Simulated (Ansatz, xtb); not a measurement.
**Two isomers of C3H5NOSi**

We compare I, `[SiH3]c1cnco1`, a singlet, with II, `[SiH3]c1cocn1`, a singlet. Both are isolated molecules in the gas phase, relaxed with B3LYP-D3(BJ)/def2-SVP.

I (Å):

```xyz
11

C     0.3822    0.5336    0.5677
C     1.2190    1.3322    1.3041
C    -0.7472    2.0086    1.6929
N     0.4815    2.2635    2.0124
O    -0.8967    0.9839    0.8292
Si    0.6463   -0.9013   -0.6000
H     2.1156   -1.1311   -0.6644
H     0.1202   -0.5796   -1.9563
H    -0.0397   -2.1237   -0.0953
H     2.3055    1.2909    1.3653
H    -1.6538    2.5099    2.0293
```

II (Å):

```xyz
11

C     0.3424    0.5321    0.5696
C     1.2069    1.2112    1.3830
C    -0.8002    1.8673    1.7897
N    -0.9535    0.9840    0.8611
O     0.4874    2.0639    2.1635
Si    0.6748   -0.7741   -0.7283
H     2.1470   -1.0086   -0.7854
H     0.1939   -0.3160   -2.0615
H    -0.0156   -2.0459   -0.3751
H     2.2842    1.2075    1.5229
H    -1.5571    2.4615    2.2995
```

Quicker runs give these differences E(II) − E(I): GFN2-xTB +2.00 kcal/mol; HF/STO-3G +0.97 kcal/mol (at GFN2-xTB geometries); r2SCAN-D4/def2-SVP +0.94 kcal/mol (at GFN2-xTB geometries).

Question: Estimate E(II) − E(I) at the level CCSD(T)/def2-SVP + ΔMP2/def2-TZVPP.

Answer: Too close to call at this level: CCSD(T)/def2-SVP + ΔMP2/def2-TZVPP gives E(II) − E(I) = +0.70 kcal/mol.

The same difference at several levels:

| level | geometry | E(II) − E(I) (kcal/mol) | departure from the last row (kcal/mol) | job, with rough time for the two |
| --- | --- | --- | --- | --- |
| GFN2-xTB | GFN2-xTB | +2.00 | +1.30 | optimisation, 0.94 s |
| HF/STO-3G | GFN2-xTB | +0.97 | +0.27 | single point, 1.8 s |
| r2SCAN-D4/def2-SVP | GFN2-xTB | +0.94 | +0.24 | single point, 13 s |
| B3LYP-D3(BJ)/def2-SVP | B3LYP-D3(BJ)/def2-SVP | +0.76 | +0.06 | optimisation, 2 min |
| HF/def2-SVP | B3LYP-D3(BJ)/def2-SVP | +0.63 | −0.07 | part of the CCSD(T) run |
| MP2/def2-SVP | B3LYP-D3(BJ)/def2-SVP | +0.34 | −0.36 | part of the CCSD(T) run |
| CCSD(T)/def2-SVP | B3LYP-D3(BJ)/def2-SVP | +0.45 | −0.25 | single point |
| CCSD(T)/def2-SVP + ΔMP2/def2-TZVPP | B3LYP-D3(BJ)/def2-SVP | +0.70 |  | single point, 2 min |

As drawn, both hold the same kinds of bond in the same numbers.

The largest departure from CCSD(T)/def2-SVP + ΔMP2/def2-TZVPP is that of GFN2-xTB, 1.30 kcal/mol. The last row adds to CCSD(T) the change of the MP2 difference between the two basis sets, here +0.25 kcal/mol.

With thermal terms from frequencies at re-optimised GFN2-xTB minima (ideal gas, soft modes damped towards free rotors, one conformer each, 298.15 K, 1 atm): on the last row, ΔE + ΔZPE = +0.56, ΔH = +0.56, ΔG = +0.59 kcal/mol.

The correlated steps freeze 10 core orbitals. Run with Ansatz 0.2.0, xtb 6.7.1; the last row on 2 threads of AMD EPYC (Zen 3) on a shared host.
